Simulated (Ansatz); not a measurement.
`C=CSC[SiH3]` and `C=CSC` differ in one atom or group.

Ansatz, PBE0-D4/def2-TZVP geometries, multiplicity 1. Each molecule was computed in one conformer, which needn't be the lowest.

```csv
property,`C=CSC[SiH3]`
HOMO energy (PBE0/def2-TZVPP) / eV,-6.17
HOMO energy (ωB97M-V/def2-TZVPP) / eV,-8.27
size of the dipole moment (ωB97M-V/def2-TZVPP) / D,1.16
HOMO energy (PBE/def2-TZVPP) / eV,-5.12
HOMO energy (B3LYP/def2-TZVPP) / eV,-5.97
HOMO–LUMO gap (ωB97M-V/def2-TZVPP) / eV,10.01
```

Question: What does the change do to each property? (Estimate.)

Answer: The calculation gave: 
```tsv
property	`C=CSC`	shift
HOMO energy (PBE0/def2-TZVPP) / eV	-6.15	0.02
HOMO energy (ωB97M-V/def2-TZVPP) / eV	-8.27	0.00
size of the dipole moment (ωB97M-V/def2-TZVPP) / D	1.50	0.34
HOMO energy (PBE/def2-TZVPP) / eV	-5.07	0.05
HOMO energy (B3LYP/def2-TZVPP) / eV	-5.94	0.03
HOMO–LUMO gap (ωB97M-V/def2-TZVPP) / eV	10.30	0.29
```

Dipoles are sizes alone; their direction can turn.

B3LYP here is the variant with VWN-RPA as its local correlation; programs differ in this.
